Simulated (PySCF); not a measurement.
## Shapes and spin states of WF(OH)

Level of theory: PBE0/[W def2-TZVP with ECP60, F def2-TZVP, O def2-TZVP, H def2-TZVP], scalar-relativistic core potentials, density fitting, no spin–orbit coupling, PySCF.

Relaxations began from a few typed shapes and spin states; open shells are unrestricted. The search is not exhaustive: other isomers or separated fragments can lie lower, and high-lying points may rest on an excited occupation.

```
                                                 spin  group                                  bonds                      angles  imaginary modes (cm⁻¹)  ΔE (kJ/mol)  ΔE with ZPE (kJ/mol)
                                              triplet    C∞v  O–H 0.955 Å, W–F 1.836 Å, W–O 1.807 Å  F–W–O 180.0°, H–O–W 180.0°                    none          0.0                   0.0
                                              quintet     C1  O–H 0.963 Å, W–F 1.898 Å, W–O 1.901 Å  F–W–O 142.0°, H–O–W 122.4°                    none         16.2                  14.6
                                              quintet     Cs  O–H 0.962 Å, W–F 1.914 Å, W–O 1.912 Å  F–W–O 175.9°, H–O–W 126.5°                     93i         24.6                     –
                   broken-symmetry Ms = 0 (⟨S²⟩ 1.00)    C∞v  O–H 0.955 Å, W–F 1.836 Å, W–O 1.806 Å  F–W–O 180.0°, H–O–W 180.0°                    none         25.1                  25.0
singlet (closed shell, unstable to spin polarisation)    C∞v  O–H 0.955 Å, W–F 1.835 Å, W–O 1.805 Å  F–W–O 180.0°, H–O–W 180.0°                    none         91.1                  91.0
```

The lowest minimum found is the triplet C∞v: O–H 0.955 Å, W–F 1.836 Å, W–O 1.807 Å; F–W–O 180.0°, H–O–W 180.0°.

For the lowest minimum: with open d or f shells other occupations or spin states may lie lower. No spin–orbit coupling is included, which matters more the heavier the element.

The electron or spin density has lower symmetry than the nuclear frame for the broken-symmetry Ms = 0 (⟨S²⟩ 1.00) C∞v at 25.1 kJ/mol.
